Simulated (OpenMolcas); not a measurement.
## Kr4+: effect of the level shift or regulariser

```json
{
  "Program": "OpenMolcas 26.06",
  "Basis": "ANO-RCC-VQZP [7s6p4d2f1g]",
  "Scalar Hamiltonian": "DKH2, point nucleus",
  "Active space": "2 electrons in 3 orbitals (4p)",
  "State averaging": "2S+1 = 3 even, 3 roots; 2S+1 = 1 even, 6 roots",
  "Spin-orbit coupling": "RASSI with atomic mean-field integrals over the reference wave functions, term energies averaged over their components"
}
```

Methods on the same reference wave functions:
A. CASSCF
B. SS-CASPT2, IPEA 0.25 Eh, imaginary shift 0.1 Eh (closed shells correlated: 3d 4s)
C. SS-CASPT2, IPEA 0.25 Eh, real shift 0.2 Eh (closed shells correlated: 3d 4s)

Energies in cm⁻¹ above 4s² 4p² ³P₀, the measured ground level; measured values from Saloman, J. Phys. Chem. Ref. Data 36, 215 (2007).

```json
{"Level": "4s² 4p² ³P₀", "A": "0.0", "B": "0.0", "C": "0.0", "Measured": "0.0"}
{"Level": "4s² 4p² ³P₁", "A": "3166", "B": "3330", "C": "3320", "Measured": "3743"}
{"Level": "4s² 4p² ³P₂", "A": "6966", "B": "6940", "C": "6940", "Measured": "7595"}
{"Level": "4s² 4p² ¹D₂", "A": "21909", "B": "19110", "C": "19130", "Measured": "19723"}
{"Level": "4s² 4p² ¹S₀", "A": "45602", "B": "39050", "C": "39100", "Measured": "39204"}
```

Deviations, from unrounded energies. A percentage is the sum of absolute deviations over the sum of measured energies, with the sign that they share, or ± where signs differ.

```
                        Against measurement  Levels      A     B     C
             mean absolute deviation (cm-1)       4   2400   460   440
      fine structure of the ground term (%)       2  -10.6  -9.5  -9.5
other terms of the ground configuration (%)       2  +14.6  -1.3  -1.2
```

B, C lie about equally close to measurement and A furthest from it. The largest miss of C in the table is 4s² 4p² ³P₂, by -660 cm-1. The ranking rests on the paired levels alone, and a cruder setting can come out closer through cancelling errors.

Between B and C the level of the table that moves most is 4s² 4p² ¹S₀, by 48 cm-1 (lowest in B, highest in C). Moves below CASPT2's spread within the term are not significant.

The mean deviations of B to C differ by less than CASPT2's widest spread within a term (100 cm-1), so their order carries little weight.

From A to B the spin-free energies of the other terms of 4s² 4p² shown, above ³P, scale by factors of 0.80 to 0.82.

The lowest spin-free term lies below A's lowest term by 0.169 hartree in B, 0.168 hartree in C.

CASPT2 breaks the degeneracy within a term, and the mean is taken; among the terms shown or strongly mixed into the levels shown the widest spread is 100 cm-1 (4s² 4p² ¹D, B). With the s shell closed, the reference lacks s² → p² mixing. Measured partners are found by configuration, term and J. A level has none where our copy of the source lacks it or the pairing is in doubt (some pairs that miss far off the trend of their configuration count as doubtful), and it then counts in no deviation. Only configurations of the active space appear.
